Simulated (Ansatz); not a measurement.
Reaction (redistribution): `[BH2][GeH2][SiH2][SiH3]` + `FC[TeH]` → `[SiH3][SiH2]C[TeH]` + `[BH2][GeH2][F]`

Calculated with Ansatz (gas phase, PBE0-D4/def2-TZVP geometries, no zero-point term in ΔE). CCSD(T)/CBS adds triple-zeta CCSD(T) − MP2 to the extrapolated MP2 energy (def2 sets, frozen cores). DFT in def2-TZVPP. def2 core potentials past Kr. For Ge, Te outer-core shells are correlated without core-valence functions, which leaves a few kJ/mol of doubt a bond. Scalar relativity is left out up to krypton. Each species was taken in one conformer, which may not be the lowest.

| level | ΔE (eV) |
| --- | --- |
| PBE-D4 | -1.04 |
| r2SCAN-D4 | -1.16 |
| PBE0-D4 | -1.13 |
| HF/CBS(def2) | -1.43 |

**Question.** What does CCSD(T)/CBS give? (Best estimate.)

**Answer.** Ansatz gave: -1.31 eV. The listed levels differ from it by 0.27, 0.15, 0.18, -0.12 eV.

Largest T1 diagnostic among the species: 0.013.

The D4 term adds −0.06 eV with B3LYP and −0.03 eV with PBE0; it sums over pairs of atoms, weighted by their polarisabilities, and B3LYP, whose exchange is more repulsive, gets the larger term. From PBE to PBE0 (25 % exact exchange), in def2-TZVPP and without D4, ΔE moves by −0.10 eV.

B3LYP here is the variant with VWN-RPA as its local correlation; programs differ in this.
